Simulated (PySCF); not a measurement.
InH₃, optimised at PBE/def2-SVP:

```xyz
4

In     0.3287    -0.1306    -0.2180
H     -0.1635     0.7779    -1.6256
H     -0.1822    -1.7893    -0.0268
H      1.3319     0.6197     0.9985
```

Method: PySCF energies (xtb for GFN2) plus ideal-gas RRHO corrections (1 bar). All species are closed-shell singlets. In: scalar-relativistic def2 core potential, no spin-orbit coupling. InH₃: computed as isolated molecules; such fragments, hydroxides, amides, oligomers or adducts are transient or little studied in the gas.

Question: List the harmonic frequencies (cm⁻¹, unscaled) at this level and at the other levels, each on its own geometry.

Answer: 
- PBE/def2-SVP: 588, 589, 604, 1720, 1728, 1728
- GFN2-xTB: 502, 625, 625, 1424, 1587, 1587
- PBE0/def2-TZVP: 605, 605, 625, 1817, 1817, 1825
